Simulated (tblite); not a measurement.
Run record: tight-binding relaxation, `CC(=O)c1cccc([Se-])c1`.

Computed with GFN2-xTB geometry optimisation, gas phase (tblite 0.8.0). Start geometry: from a force field or distance geometry. The command runs a driver script over a list of jobs; the input below is this job's line of settings and its coordinates in Å.

Command:
```bash
OMP_NUM_THREADS=1 python probes_run.py task.json out
```

Input:
```
{"job": {"kind": "relax", "xc": "GFN2-xTB", "basis": "xTB"}, "charge": -1, "multiplicity": 1}
C     -2.637400     0.660900     0.299000
C     -1.708400    -0.480800     0.241200
O     -2.099200    -1.695200     0.386100
C     -0.266300    -0.325000     0.043400
C      0.550300    -1.453100     0.025000
C      1.918500    -1.329500    -0.173400
C      2.524100    -0.084300    -0.334300
C      1.671200     1.005900    -0.284500
Se     2.514000     2.857700    -0.519800
C      0.316300     0.906300    -0.101500
H     -2.294900     1.527000    -0.325100
H     -2.755400     0.957900     1.372800
H     -3.667100     0.322500    -0.043200
H      0.142100    -2.460400     0.135000
H      2.483800    -2.229300    -0.183500
H      3.582000     0.025700    -0.465100
H     -0.280500     1.805800    -0.081900
```

Output:
```
step      E/eV     max force
  0    -766.25779    4.516
  1    -766.54833    3.796
  2    -766.70316    1.019
  3    -766.75734    0.504
  4    -766.77384    0.394
  5    -766.78098    0.222
  6    -766.78712    0.177
  7    -766.79105    0.185
  8    -766.79389    0.111
  9    -766.79532    0.087
... (45 lines left out)
 55    -766.84186    0.024
 56    -766.84193    0.033
 57    -766.84203    0.035
 58    -766.84213    0.022
 59    -766.84221    0.017
 60    -766.84227    0.015
 61    -766.84231    0.017
 62    -766.84234    0.013
 63    -766.84236    0.011
 64    -766.84237    0.009
```

«max force» is the largest atomic force in eV/Å.

**Question.** From which step on does the largest force stay under 0.1 eV/Å, and how much energy is left to gain from there?

**Answer.** From step 41 (0.079 eV/Å), 4.2 meV above the end.

In short: energy lowered by 13.5 kcal/mol over 64 steps; largest atomic force 0.009 eV/Å at the end.

**Question.** Give the final coordinates.

**Answer.** 0.235 Å rms from the input after alignment:
```
atom  x, y, z in Å
C1    -2.5983    0.6613    0.2690
C2    -1.7169   -0.5705    0.2201
O3    -2.2094   -1.6813    0.3223
C4    -0.2727   -0.3570    0.0470
C5     0.5580   -1.4832   -0.0154
C6     1.9202   -1.3288   -0.1813
C7     2.4750   -0.0675   -0.2848
C8     1.6668    1.0666   -0.2225
Se9    2.4079    2.7841   -0.3587
C10    0.2951    0.9099   -0.0578
H11   -2.4956    1.2292   -0.6527
H12   -2.3023    1.2964    1.1007
H13   -3.6354    0.3568    0.3944
H14    0.1095   -2.4627    0.0689
H15    2.5593   -2.2021   -0.2318
H16    3.5404    0.0580   -0.4142
H17   -0.3085    1.8029   -0.0132
```

Hardware: one thread of an Arm Neoverse V1, on a shared host. Cost: 0.49 s of wall time.
Labels such as C1 count atoms from 1, the log's own numbers from 0.
